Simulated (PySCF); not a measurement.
Technetium: a sound run and one with changed settings

Sound run: Tc [Kr] 4d5 5s2, Tc⁺ [Kr] 4d5 5s1. Calculation: PySCF 2.14, in cc-pVDZ-PP with ECP28MDF; a scalar-relativistic core potential. In the sound run the correlated levels freeze 4s2 4p6 outside the core potential. The sound run starts from symmetry-adapted Hartree-Fock orbitals and uses a fine grid where one is needed.

A second run was set up differently.

```tsv
species	method	sound run (hartree)	changed run (hartree)	converged
Tc	UHF	-79.84695	-79.81860	no
Tc	LDA	-80.25616	-80.22345	no
Tc	TPSS	-80.40152	-80.40853	no
Tc⁺	UHF	-79.64177	-79.64177	yes
Tc⁺	LDA	-79.98501	-79.98501	yes
Tc⁺	TPSS	-80.15135	-80.15135	yes
Tc⁺	MP2	-79.69978	-79.69978	yes
```

(1) What was changed?
A. a valence shell is frozen
B. level shift left on
C. radial grid too coarse
D. too few SCF iterations

Answers

(1) D. It used initial guess atom, at most 8 SCF cycles. The SCF was stopped early; the energies are upper bounds that still move, and correlated levels were skipped or rest on poor orbitals.
